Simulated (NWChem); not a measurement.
Molecule: C$_{3}$H$_{4}$F$_{2}$Si; SMILES FC=C=C(F)[SiH3]

```xyz
10

F      0.3488     2.9324    -0.4297
C      0.0524     2.0171     0.5118
C     -0.2631     0.7651     0.2401
C     -0.4795    -0.5204     0.0249
F     -1.7386    -1.0078    -0.1716
Si     0.8709    -1.8550    -0.0505
H      0.0975     2.4364     1.5335
H      2.1997    -1.2027     0.1880
H      0.5935    -2.8910     1.0022
H      0.8371    -2.5120    -1.4012
```
Atoms are numbered in this order, from 1.

Level: PBE-D3(BJ)/def2-SVP (NWChem), optimised geometry, unscaled harmonic frequencies. 

```csv
frequency (cm⁻¹),IR intensity (km/mol)
89,0.2
110,0.1
143,0.3
210,1.4
263,3.1
398,2.1
447,30.7
524,13.5
629,23.0
652,30.8
693,22.1
820,7.0
874,252.3
899,36.7
910,35.2
1051,49.2
1089,309.3
1223,15.4
1400,59.2
2014,164.9
2173,67.7
2183,83.3
2201,71.7
3093,5.0
```

```json
{
  "zero_point_energy": "34.4 kcal/mol",
  "thermal correction to the enthalpy at 298.15 K (with zero-point energy)": "39.7 kcal/mol",
  "heat capacity Cv": "25.2 cal/(mol K)",
  "entropy at 298.15 K and 1 atm (symmetry number 1)": "85.7 cal/(mol K)",
  "dipole_moment": "1.49 D"
}
```

Rigid rotor and harmonic oscillator; modes under 100 cm⁻¹ make the entropy uncertain.
